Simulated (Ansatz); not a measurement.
Input file for Ansatz (a program for electronic structure): R-CCSD(T)/aug-cc-pVDZ on GeH4N2 (a complex), monomers drawn apart or pushed together. The run froze 16 orbitals, filled d shells among them.

Ansatz 0.2 input:
```yaml
crystal:
  periodic: [false, false, false]
  atoms:
    - {symbol: N, position_ang: [-0.44036939, 0.51231994, 0.14198750]}
    - {symbol: N, position_ang: [-0.11509484, 1.18972059, -0.64869821]}
    - {symbol: Ge, position_ang: [0.24790891, -0.76532909, 4.97137281]}
    - {symbol: H, position_ang: [1.47227690, -0.15722223, 4.27138843]}
    - {symbol: H, position_ang: [0.58140688, -1.01831800, 6.44994966]}
    - {symbol: H, position_ang: [-0.12306813, -2.09245255, 4.29522363]}
    - {symbol: H, position_ang: [-0.93340861, 0.21061137, 4.87407797]}
basis:
  gaussian:
    orbitals: aug-cc-pVDZ
magnetization: {spin_polarized: false}
correlation: {method: ccsd_t, electrons: outside_noble_gas}
scf: {lower_state_search: off}
```

The log:

```
Functional definition: HF
[...]
these checks for a lower state are left out or cut short: stability, starts, cluster_reference, orbital_swaps, neighbouring_geometries, increment
integrals: 0.21 GiB planned
1204 factors; integrals over basis functions are off by at most 6.8e-4 eV
mean field: 0.38 GiB planned
mean field evaluation 1: about -59499.6974 eV, gradient 1.4e1 eV
mean field evaluation 2: about -59499.7414 eV, gradient 1.4e1 eV
mean field evaluation 4: about -59500.5630 eV, gradient 5.0e-1 eV
mean field evaluation 8: about -59500.5643 eV, gradient 5.0e-5 eV
mean field -59500.56431805 eV, -2186.6054077574 hartree, gradient 3.8e-6 eV, S^2 0.000000; 0 other end points of the search recorded, 0 dependent functions left out
16 core orbitals not correlated
reference -59500.56431805 eV, -2186.6054077574 hartree; 9, 9 occupied and 93, 93 virtual orbitals, 1204 factors
second order -11.79127210 eV of doubles, -0.00000000 eV of singles
coupled cluster: 0.47 GiB planned
cycle   1  -12.11390755 eV  change   -3.2e-1 eV  update   9.4e-2
cycle   2  -12.61931835 eV  change   -5.1e-1 eV  update   3.0e-2
cycle   3  -12.70377199 eV  change   -8.4e-2 eV  update   1.2e-2
cycle   4  -12.70863365 eV  change   -4.9e-3 eV  update   3.2e-3
cycle   5  -12.71017171 eV  change   -1.5e-3 eV  update   7.5e-4
cycle   6  -12.71014437 eV  change    2.7e-5 eV  update   1.8e-4
cycle   7  -12.71027398 eV  change   -1.3e-4 eV  update   4.3e-5
cycle   8  -12.71029404 eV  change   -2.0e-5 eV  update   1.2e-5
cycle   9  -12.71029400 eV  change    3.4e-8 eV  update   3.8e-6
perturbative correction -0.43637382 eV, -0.0160364423 hartree
Total energy: -59513.71098588 eV, -2187.0885388889 hartree
Checks for a lower state left out: stability, starts, cluster_reference, orbital_swaps, neighbouring_geometries, increment
```

The calculation finished and met its thresholds.

Cost: very roughly 6 core-seconds.
